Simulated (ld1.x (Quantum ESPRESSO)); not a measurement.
# Bi: RRKJ pseudisation with LDA (PZ), scalar-relativistic reference atom.

Input for ld1.x (Quantum ESPRESSO) 7.5:

```
&input
   title='Bi', zed=83., rel=1, dft='PZ', iswitch=3,
   config='[Xe] 4f14 5d10 6s2 6p1',
   nld=3, rlderiv=2.50, eminld=-5.0, emaxld=5.0, deld=0.02
 /
 &inputp
   pseudotype=2, tm=.false., rho0=0.01, lloc=2,
   nlcc=.true., rcore=1.15,
   file_pseudopw='Bi.UPF', file_wfcaegen='ae.wfc', file_wfcncgen='nc.wfc', file_beta='beta', file_chi='chi'
 /
3
6S  1  0   2.00   0.00  1.40  1.40  0.0
6P  2  1   1.00   0.00  2.30  2.30  0.0
5D  3  2  10.00   0.00  1.30  1.30  0.0
 &test
   configts(1)='5d10 6s2 6p1'
 /
```

Command:

```bash
ld1.x < Bi.in > Bi.out
```

The program printed (shortened: banner, matrices, multipoles, cross overlaps and the repeated all-electron block are left out):

```
[... start of the log left out ...]
     s(3P/3P) =  1.000000  <r> =   0.1738  <r2> =    0.0350  r(max) =   0.1582
     s(4S/4S) =  1.000000  <r> =   0.3773  <r2> =    0.1606  r(max) =   0.3565
     s(4P/4P) =  1.000000  <r> =   0.4029  <r2> =    0.1844  r(max) =   0.3748
     s(3D/3D) =  1.000000  <r> =   0.1575  <r2> =    0.0290  r(max) =   0.1295
     s(5S/5S) =  1.000000  <r> =   0.8298  <r2> =    0.7714  r(max) =   0.7739
     s(5P/5P) =  1.000000  <r> =   0.9472  <r2> =    1.0113  r(max) =   0.8553
     s(4D/4D) =  1.000000  <r> =   0.4227  <r2> =    0.2061  r(max) =   0.3795
     s(4F/4F) =  1.000000  <r> =   0.4410  <r2> =    0.2322  r(max) =   0.3434
     s(5D/5D) =  1.000000  <r> =   1.2271  <r2> =    1.7386  r(max) =   1.0316
     s(6S/6S) =  1.000000  <r> =   2.0642  <r2> =    4.7748  r(max) =   1.8334
     s(6P/6P) =  1.000000  <r> =   2.6032  <r2> =    7.6184  r(max) =   2.2675

     ------------------------ End of All-electron run ------------------------

     --------------------- Generating NC pseudopotential ---------------------

      Generating local pot.: lloc=2, matching radius rcloc =   1.3000

      Computing core charge for nlcc:

       r > 1.15 : true rho core
       r < 1.15 : rho core = a sin(br)/r    a=  12.82  b=   2.30

      Integrated core pseudo-charge :   8.53
     Message from routine compute phi:
     negative determinant

      ld=   1.537413 f2ae  2.926892 faenor  0.126877
           0        1284        1283   100.09896956411470

 %%%%%%%%%%%%%%%%%%%%%%%%%%%%%%%%%%%%%%%%%%%%%%%%%%%%%%%%%%%%%%%%%%%%%%%%%%%%%%
     Error in routine compute_chi (1):
     n is too large
 %%%%%%%%%%%%%%%%%%%%%%%%%%%%%%%%%%%%%%%%%%%%%%%%%%%%%%%%%%%%%%%%%%%%%%%%%%%%%%

     stopping ...
```

The run stopped because the Bessel-function wave could not be built (negative determinant in compute_phi), and the routine for χ then failed on it.

The run took about 0.09 s on one core of a shared server CPU.
